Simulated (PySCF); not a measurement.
CH8FNSi2. Atoms are numbered in the order given.

```xyz
13

N     -0.0953    -1.7243     0.9609
C      0.2582    -0.7643    -0.0967
Si     1.7938     0.2514     0.3858
Si    -1.2823     0.3312    -0.1375
F     -1.2487     1.3597    -1.4227
H      0.7182    -2.2499     1.3051
H     -0.7736    -2.4179     0.6222
H      0.4766    -1.1971    -1.1075
H      2.1668     1.1640    -0.7479
H      1.5390     1.0576     1.6290
H      2.9332    -0.6990     0.6608
H     -1.3723     1.1524     1.1127
H     -2.4934    -0.5483    -0.2923
```

Geometry optimised at PBE-D3(BJ)/def2-SVP. The structure was generated by enumeration; whether it is a known compound was not checked. One conformer was computed; it need not be the lowest.

Method: TDA-PBE/def2-SVPD (PySCF).

Vertical excitations. Gas-phase values at a fixed geometry.

```
state  energy (eV)  λ (nm)      f                          main pairs
-----  -----------  ------  -----  ----------------------------------
S1            5.36     231  0.014                      HOMO→LUMO 95 %
S2            5.59     222  0.005                    HOMO→LUMO+1 95 %
S3            6.23     199  0.010  HOMO→LUMO+2 78 %, HOMO→LUMO+3 21 %
S4            6.25     198  0.004  HOMO→LUMO+3 78 %, HOMO→LUMO+2 21 %
S5            6.48     191  0.008                    HOMO→LUMO+4 96 %
S6            6.63     187  0.006  HOMO−1→LUMO 81 %, HOMO→LUMO+5 17 %
S7            6.69     185  0.023  HOMO→LUMO+5 79 %, HOMO−1→LUMO 17 %
S8            6.92     179  0.001                  HOMO−1→LUMO+1 96 %
S9            6.97     178  0.041                    HOMO→LUMO+6 95 %
S10           7.12     174  0.014                    HOMO→LUMO+7 97 %
T1            5.04     246      0                     HOMO→LUMO 100 %
T2            5.42     229      0                   HOMO→LUMO+1 100 %
T3            6.10     203      0  HOMO→LUMO+2 80 %, HOMO→LUMO+3 18 %
T4            6.16     201      0  HOMO→LUMO+3 81 %, HOMO→LUMO+2 18 %
```
Triplets are in the Tamm–Dancoff approximation.
